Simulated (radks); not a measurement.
Q: These are the eigenvalues of the occupied orbitals of an atom or ion with whole-number occupations (eV). All-electron calculation, scalar-relativistic Kohn-Sham, r2SCAN, spin-polarised, spherical densities, finite nucleus; meta-GGA in the generalised Kohn-Sham scheme; Fermi nuclear charge, rms radius of each element as measured or else 0.836 A^(1/3) + 0.57 fm. Program: a radial shooting solver on a logarithmic mesh with Libxc functionals.

| orbital | eigenvalue |
|---|---|
| 1s up | -1521.413 |
| 1s down | -1521.351 |
| 2s up | -111.7279 |
| 2s down | -111.6806 |
| 2p up | -71.4421 |
| 2p down | -71.3579 |
| 3s up | -8.3617 |
| 3s down | -7.3873 |
| 3p up | -3.0571 |

Which element is it, and in what charge state? The configuration may be excited. Open shells, if any, are filled with parallel spins first.

A: Z = 13, aluminium, charge 0: Al in [Ne] 3s2 3p1. The list shows which subshells hold electrons but not how many an open one holds; the 1s level, -55.911 hartree, gives Z - s = 10.6 by -(Z - s)^2/2, which with screening and relativity narrows Z to a few neighbours, and the depths of the outer levels then fix element, charge and occupations together.
